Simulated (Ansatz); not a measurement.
Mulliken charges of `[F][InH]` radical from r2SCAN/def2-TZVPP in Ansatz (PBE0-D4/def2-TZVP geometry).

```csv
atom,x (Å),y (Å),z (Å),charge (e)
F1,1.088,0.990,0.694,-0.495
In2,-0.522,0.355,-0.245,0.608
H3,-0.577,-1.409,-0.463,-0.114
```

Q: By hand: the dipole of these point charges (1 e Å = 4.8032 D).

A: Σ q r = (-0.790, -0.114, -0.440) e Å, of length 0.911 e Å = 4.38 D.

Q: How does the dipole of the full density compare? (Best estimate.)

A: The calculation gave: (-0.505, -0.124, -0.286) e Å, 2.85 D; the point charges give 1.54 times that, at 5° from its direction.

Point charges leave out the atoms' own dipoles, such as those of lone pairs, and Mulliken's split depends on the basis, so the two needn't agree.
